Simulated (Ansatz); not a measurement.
`C#CB(Cl)Cl` and `C[Se]B(Cl)Cl` differ in one atom or group.

Ansatz, PBE0-D4/def2-TZVP geometries, multiplicity 1. Each molecule was computed in one conformer, which needn't be the lowest.

Scalar relativity is left out up to krypton.

| property | `C#CB(Cl)Cl` |
| --- | --- |
| ideal-gas entropy at 298 K and 1 bar (rigid rotor, harmonic PBE0-D4/def2-TZVP) / J/(mol·K) | 316 |
| LUMO energy (ωB97M-V/def2-TZVPP) / eV | -0.25 |
| HOMO energy (PBE0/def2-TZVPP) / eV | -8.60 |
| zero-point energy (PBE0-D4/def2-TZVP) / kJ/mol | 67.5 |
| size of the dipole moment (ωB97M-V/def2-TZVPP) / D | 1.60 |
| size of the dipole moment (B3LYP/def2-TZVPP) / D | 1.61 |

Task: What does the change do to each property? (An estimate is asked.)

Result: The calculation gave: 
```json
{"property": "ideal-gas entropy at 298 K and 1 bar (rigid rotor, harmonic PBE0-D4/def2-TZVP) / J/(mol·K)", "`C[Se]B(Cl)Cl`": "363", "shift": "47"}
{"property": "LUMO energy (ωB97M-V/def2-TZVPP) / eV", "`C[Se]B(Cl)Cl`": "0.80", "shift": "1.05"}
{"property": "HOMO energy (PBE0/def2-TZVPP) / eV", "`C[Se]B(Cl)Cl`": "-7.32", "shift": "1.28"}
{"property": "zero-point energy (PBE0-D4/def2-TZVP) / kJ/mol", "`C[Se]B(Cl)Cl`": "117.6", "shift": "50.1"}
{"property": "size of the dipole moment (ωB97M-V/def2-TZVPP) / D", "`C[Se]B(Cl)Cl`": "1.98", "shift": "0.38"}
{"property": "size of the dipole moment (B3LYP/def2-TZVPP) / D", "`C[Se]B(Cl)Cl`": "2.04", "shift": "0.43"}
```

With PBE0 the HOMO rises by 1.28 eV and the LUMO rises by 1.09 eV, so the gap narrows by about 0.19 eV. PBE moves the HOMO by 1.08 eV and ωB97M-V by 1.43 eV. The zero-point energy changes by 50.1 kJ/mol with +6 modes. Dipoles are sizes alone; their direction can turn.

B3LYP here is the variant with VWN-RPA as its local correlation; programs differ in this.

Spin–orbit coupling is left out; it splits and shifts lone-pair levels of the heavy atoms by tenths of an eV.
